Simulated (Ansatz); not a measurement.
F₂HInO (`[OH][In]([F])[F]`). The species carries charge 0 and has multiplicity 1. In takes the def2 core potential.

Cartesian coordinates in Å:
```
O -0.050 0.835 -1.277
In 0.069 -0.423 0.215
F 0.488 -2.286 -0.003
F -0.237 0.153 2.036
H -0.269 1.720 -0.971
```

Question: What are the harmonic wavenumbers in cm⁻¹ at PBE0-D4/def2-TZVP (Ansatz, finite differences of forces, unscaled)? (An estimate is asked.)

Answer: Computed: 108, 129, 143, 301, 596, 617, 645, 868, 3869.

Question: Is this a minimum?

Answer: Yes, all 9 modes are real.

Question: Give the ideal-gas thermochemistry at 298.15 K and 1 bar (rigid rotor, harmonic oscillator; point group Cs, symmetry number 1).

Answer: Zero-point energy 43.5 kJ/mol; H(298) − E = 61.3 kJ/mol; entropy 331.8 J/(mol·K), of which translation 172.9, rotation 109.3, vibration 49.6; G(298) − E = -37.7 kJ/mol.

Question: Rotational constants (cm⁻¹)?

Answer: 0.1679, 0.1562, 0.08091.
